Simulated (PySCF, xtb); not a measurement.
Al(Me)2(SH) (C₂H₇AlS), SMILES [Al]([CH3])([CH3])[SH]. One conformer was computed; it need not be the lowest.

Harmonic wavenumbers (cm⁻¹) from xtb with GFN2-xTB at its own minimum, in rising order: 27, 76, 112, 134, 149, 182, 427, 484, 499, 537, 548, 601, 644, 705, 1292, 1302, 1439, 1446, 1450, 1452, 2399, 2911, 2913, 2921, 2929, 2941, 2953.

What does PySCF 2.14.0 with B3LYP-D3(BJ)/def2-SVP give at its own minimum? (The exact figures need the calculation; the answer reports its results.)

19, 47, 150, 160, 174, 290, 431, 586, 587, 605, 636, 675, 738, 750, 1218, 1218, 1423, 1423, 1428, 1434, 2670, 3012, 3014, 3089, 3090, 3115, 3117. Paired by order, the mean absolute difference is 81 cm⁻¹ and the zero-point energies are 47.8 and 50.2 kcal/mol.
